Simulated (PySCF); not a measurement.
These 2 structures share the formula C4H6BN. Computed with PBE0-D3(BJ)/def2-SVP geometry optimisation, gas phase in PySCF. Energies are electronic, without zero-point or thermal terms, for one conformer each. No frequencies were run at this level. Point groups hold within 0.08 Å.

Question: Order them by energy at this level, lowest first, and give relative energies in kJ/mol.
A. `C#CCC#[N+][BH3-]`
B. 1,2-dihydro-1,2-azaborine, `B1C=CC=CN1`

Answer: B (0.0), A (439.2).

As drawn, the lower has an N–H bond, which the higher lacks.

```csv
SMILES,E (Eh),E rel (kJ/mol),dipole (D),point group,"A, B, C (MHz)"
B1C=CC=CN1,-235.23120,0.0,2.23,Cs,"5676, 5362, 2757"
[BH3-][N+]#CCC#C,-235.06392,439.2,6.98,–,"12057, 1537, 1391"
```

***

These 2 structures share the formula C6H12Si2. Level of theory: PBE0-D3(BJ)/def2-SVP geometry optimisation, gas phase in PySCF. Energies are electronic, without zero-point or thermal terms, for one conformer each. No frequencies were run at this level. Point groups hold within 0.08 Å.

Question: Rank from lowest to highest electronic energy at this level (kcal/mol).
A. `CC1=C[Si@@H](C)C=C[SiH2]1`
B. Si(vinyl)3(SiH3), `C=C[Si]([SiH3])(C=C)C=C`

Answer: A (0.0), B (38.3).

```
                   SMILES      E (Eh)  E rel (kcal/mol)  dipole (D)  point group      A, B, C (MHz)
CC1=C[Si@@H](C)C=C[SiH2]1  -813.96573               0.0        0.64           C1  1995, 1134, 790.0
  C=C[Si]([SiH3])(C=C)C=C  -813.90468              38.3        0.96           C1  1332, 1069, 964.3
```
